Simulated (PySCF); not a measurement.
Molecule: SMILES O=C1CC=C1S(=O)(=O)O, C₄H₄O₄S.

Cartesian coordinates in Å; atom numbers follow the order of the lines, from 1:
```xyz
13

O    -0.475    0.113    2.292
C    -0.728   -0.037    1.139
C    -1.984   -0.424    0.324
C    -1.055   -0.290   -0.863
C     0.021    0.047   -0.138
S     1.709    0.456   -0.524
O     2.072   -0.178   -1.744
O     1.883    1.865   -0.363
O     2.454   -0.287    0.680
H    -2.799    0.296    0.372
H    -2.369   -1.423    0.517
H    -1.218   -0.424   -1.916
H     2.485    0.287    1.448
```

Frames of a GFN2-xTB Langevin trajectory at 400 K; GIAO PBE0/pcSseg-1 shieldings in PySCF, gas phase, non-relativistic; equivalent atoms averaged within each frame.

Referencing at the same level of theory: ¹⁷O (336.08 ppm) against H2O; ¹³C (186.93 ppm), ¹H (31.72 ppm) against TMS; ³³S (503.73 ppm) against CS2. The references are static minima.

Q: How do the shifts (ppm) fluctuate along the trajectory?

A: 
```csv
time (fs),O1,O7/O8,O9,C2,C5,C4,C3,S6,H12,H13
250,565.0,291.1,208.3,182.8,166.1,162.5,52.3,332,8.84,5.52
425,579.9,268.4,213.7,174.3,149.3,178.0,49.2,303,8.31,5.39
625,575.9,238.3,256.0,176.4,156.3,168.5,53.3,294,9.08,5.11
800,633.1,258.3,232.3,192.8,163.4,163.4,55.2,299,7.54,5.29
1000,597.7,280.8,239.6,180.7,159.8,180.0,48.9,322,9.84,4.70
mean of frames,590.3,267.4,230.0,181.4,159.0,170.5,51.8,310,8.72,5.20
standard deviation,26.7,20.4,19.4,7.2,6.5,8.1,2.7,16,0.86,0.32
```

5 frames give an uncertainty of the mean of about the standard deviation over 2.2 at best, since frames this close in time may not be independent; classical motion lacks zero-point vibration, and the reference would need the same averaging.
